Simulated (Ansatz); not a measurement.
Born–Oppenheimer molecular dynamics of CH$_{6}$AlFGeO (11 atoms, charge 0, multiplicity 1). It starts at the highest image of a converged band. Of that band: The profile has 3 maxima (images 1, 3, 5) with wells between them (images 2, 4): this band takes more than one step, which may be the mechanism or a detour left from its start path. A vibrational analysis at the climbing image gives one clearly imaginary mode, 1260i cm⁻¹: a first-order saddle point.

All numbers below come from Ansatz, RKS PBE-D4/def2-SVP.

- ensemble: NVE (velocity Verlet)
- time step: 0.5 fs
- steps asked: 200
- starting velocities drawn for: 300 K
- seed: 3575

First frame:

```xyz
11
Properties=species:S:1:pos:R:3
C -0.407 0.528 1.568
O -0.807 1.387 0.502
Ge -0.506 0.882 -1.440
F -0.517 -1.228 -1.061
Al 1.243 -0.984 -1.510
H -0.753 0.962 2.529
H 0.703 0.445 1.576
H -0.825 -0.496 1.461
H -1.806 1.147 -0.379
H 1.546 -1.514 -2.986
H 2.193 -1.186 -0.241
```

(1) How far do the bonds stretch over the last three quarters of this one trajectory? (Pairs bonded in most of those frames.)

## Answers

(1) 
```json
{"bond": "C1–O2", "mean (Å)": "1.442", "spread (Å)": "0.040", "shortest": "1.36", "longest": "1.51"}
{"bond": "C1–H6", "mean (Å)": "1.115", "spread (Å)": "0.037", "shortest": "1.05", "longest": "1.18"}
{"bond": "C1–H7", "mean (Å)": "1.122", "spread (Å)": "0.032", "shortest": "1.06", "longest": "1.18"}
{"bond": "C1–H8", "mean (Å)": "1.115", "spread (Å)": "0.022", "shortest": "1.08", "longest": "1.15"}
{"bond": "O2–Ge3", "mean (Å)": "1.817", "spread (Å)": "0.103", "shortest": "1.67", "longest": "1.98"}
{"bond": "Ge3–Al5", "mean (Å)": "2.556", "spread (Å)": "0.042", "shortest": "2.49", "longest": "2.61"}
{"bond": "Ge3–H9", "mean (Å)": "1.674", "spread (Å)": "0.099", "shortest": "1.49", "longest": "1.87"}
{"bond": "F4–Al5", "mean (Å)": "1.795", "spread (Å)": "0.035", "shortest": "1.73", "longest": "1.85"}
{"bond": "Al5–H10", "mean (Å)": "1.612", "spread (Å)": "0.076", "shortest": "1.49", "longest": "1.72"}
{"bond": "Al5–H11", "mean (Å)": "1.599", "spread (Å)": "0.014", "shortest": "1.57", "longest": "1.62"}
```

Mean temperature of the second half: 1021 K. The conserved energy stayed within 0.23 meV per atom of its start (net change 0.014 meV per atom), so the integration is sound. The system heated up, since it started high on the potential surface and ran downhill. A run of 0.1 ps of so small a system gives no equilibrium averages. The orbitals stay closed-shell, which can raise the energy where a bond breaks towards radicals; this wasn't checked here.

The run took 8.3 min on 2 threads of Arm Neoverse V2 (shared host), peak memory 0.17 GiB.
